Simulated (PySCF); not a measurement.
PySCF input (CCSD(T)/cc-pVDZ):

```python
from pyscf import gto, scf, mp, cc as ccmod

mol = gto.M(
    atom='''
    P    -0.18321895   -0.51575749    0.25921760
    O     1.30228208   -0.16355425   -0.31807012
    O    -0.88910258    0.96060963   -0.02928492
    H     1.29508314    0.45268916   -1.06392980
    H    -1.85223500    0.90723024   -0.04549401
    ''',
    basis='cc-pvdz',
    charge=0,
    spin=1,
    verbose=4,
)

mf = scf.UHF(mol)
mf.conv_tol = 1e-10
mf.max_cycle = 100
mf.kernel()
mo, _, stable, _ = mf.stability(return_status=True)
if not stable:
    mf.kernel(mf.make_rdm1(mo, mf.mo_occ))
mp2 = mp.MP2(mf, frozen=7).run()
cc = ccmod.CCSD(mf, frozen=7)
cc.max_cycle = 100
cc.kernel()
et = cc.ccsd_t()
print(f'E(CCSD(T)) = {cc.e_tot + et:.9f}')
```

End of the output:

```
Extra cycle  E= -491.638277190104  delta_E= -1.16e-11  |g|= 2.13e-06  |ddm|= 3.69e-06
converged SCF energy = -491.638277190104  <S^2> = 0.76993429  2S+1 = 2.0198359
uhf_internal: lowest eigs of H = [0.28858419 0.31271566 0.31854188]
<class 'pyscf.scf.uhf.UHF'> wavefunction is stable in the internal stability analysis

******** <class 'pyscf.mp.ump2.UMP2'> ********
nocc = (np.int64(10), np.int64(9)), nmo = (49, 49)
frozen orbitals 7
E(UMP2) = -492.109069423999  E_corr = -0.470792233894705
E(SCS-UMP2) = -492.095403950199  E_corr = -0.457126760094686
E_corr(same-spin) = -0.124412216052645
E_corr(oppo-spin) = -0.346380017842059

******** <class 'pyscf.cc.uccsd.UCCSD'> ********
CC2 = 0
CCSD nocc = (np.int64(10), np.int64(9)), nmo = (49, 49)
frozen orbitals 7
max_cycle = 100
direct = 0
conv_tol = 1e-07
conv_tol_normt = 1e-06
diis_space = 6
diis_start_cycle = 0
diis_start_energy_diff = 1e+09
Init t2, MP2 energy = -0.470792292833347
Init E_corr(UCCSD) = -0.470792292836658
cycle = 1  E_corr(UCCSD) = -0.476486512084056  dE = -0.00569421925  norm(t1,t2) = 0.0901018
cycle = 2  E_corr(UCCSD) = -0.489047666899969  dE = -0.0125611548  norm(t1,t2) = 0.0288049
cycle = 3  E_corr(UCCSD) = -0.490308901620478  dE = -0.00126123472  norm(t1,t2) = 0.0178172
cycle = 4  E_corr(UCCSD) = -0.493024120333936  dE = -0.00271521871  norm(t1,t2) = 0.00864509
cycle = 5  E_corr(UCCSD) = -0.4929052675153  dE = 0.000118852819  norm(t1,t2) = 0.00283262
cycle = 6  E_corr(UCCSD) = -0.49278661017063  dE = 0.000118657345  norm(t1,t2) = 0.00105918
cycle = 7  E_corr(UCCSD) = -0.492801341386842  dE = -1.47312162e-05  norm(t1,t2) = 0.000484868
cycle = 8  E_corr(UCCSD) = -0.492817378616309  dE = -1.60372295e-05  norm(t1,t2) = 0.000254336
cycle = 9  E_corr(UCCSD) = -0.492814480837744  dE = 2.89777857e-06  norm(t1,t2) = 0.00014249
cycle = 10  E_corr(UCCSD) = -0.492814285387871  dE = 1.95449873e-07  norm(t1,t2) = 7.6096e-05
cycle = 11  E_corr(UCCSD) = -0.492813904678864  dE = 3.80709007e-07  norm(t1,t2) = 3.02802e-05
cycle = 12  E_corr(UCCSD) = -0.492813353609221  dE = 5.51069643e-07  norm(t1,t2) = 1.49255e-05
cycle = 13  E_corr(UCCSD) = -0.492813201543316  dE = 1.52065905e-07  norm(t1,t2) = 6.41007e-06
cycle = 14  E_corr(UCCSD) = -0.492813159300458  dE = 4.22428584e-08  norm(t1,t2) = 3.00188e-06
cycle = 15  E_corr(UCCSD) = -0.492813075244849  dE = 8.40556083e-08  norm(t1,t2) = 1.39687e-06
cycle = 16  E_corr(UCCSD) = -0.492813071848944  dE = 3.39590484e-09  norm(t1,t2) = 6.02601e-07
UCCSD converged
E(UCCSD) = -492.1310902619531  E_corr = -0.4928130718489445
UCCSD(T) correction = -0.0118710067287383
E(CCSD(T)) = -492.142961269
```

It need not be the lowest isomer of its formula.
